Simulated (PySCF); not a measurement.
Whose spectrum? (cyanobenzene emitter)

All values: TDDFT PBE0/6-31G*, gas phase, PySCF SCF with an in-house response code, fitting set def2-universal-JFIT up to Ne and JKFIT beyond, grid level 1 (kernel 0), vertical, one conformer each, geometries GFN2-xTB; core orbitals frozen in the response, virtual orbitals above 1.5 Eh left out. The lowest 6 singlets were sought, and the brightest is taken among them. The runs took 0.4 to 0.6 CPU minutes each on shared server CPUs.

One system has its HOMO at -5.85 eV, its LUMO at -0.92 eV and these singlet states:

```csv
state,eV,f
S1,4.16,0.092
S2,4.70,0.130
S3,5.15,0.386
S4,5.49,0.128
S5,6.05,0.075
S6,6.12,0.008
```

**Question.** Which is it?
A. CN(C)c1c(F)c(F)c(F)c(C#N)c1C#N (C10H6F3N3)
B. CN(C)c1c(C#N)cc(F)c(F)c1C#N (C10H7F2N3)
C. CN(C)c1c(F)c(C#N)c(F)c(F)c1C#N (C10H6F3N3)
D. CN(C)c1ccc(C#N)c(C#N)c1N(C)C (C12H14N4)
E. CN(C)c1cc(F)c(C#N)c(F)c1N(C)C (C11H13F2N3)

**Answer.** E.

**Question.** How do the candidates compare?

**Answer.** 
```
                        system  HOMO / eV  LUMO / eV  S1 / eV  f(S1)  brightest state sought / eV
   CN(C)c1c(C#N)cc(F)c(F)c1C#N      -6.48      -1.99     3.67  0.099                         5.54
CN(C)c1c(F)c(C#N)c(F)c(F)c1C#N      -6.53      -2.42     3.43  0.103                         5.70
CN(C)c1c(F)c(F)c(F)c(C#N)c1C#N      -6.56      -2.18     3.61  0.081                         5.38
 CN(C)c1cc(F)c(C#N)c(F)c1N(C)C      -5.85      -0.92     4.16  0.092                         5.15
  CN(C)c1ccc(C#N)c(C#N)c1N(C)C      -6.01      -1.56     3.69  0.122                         5.05
```
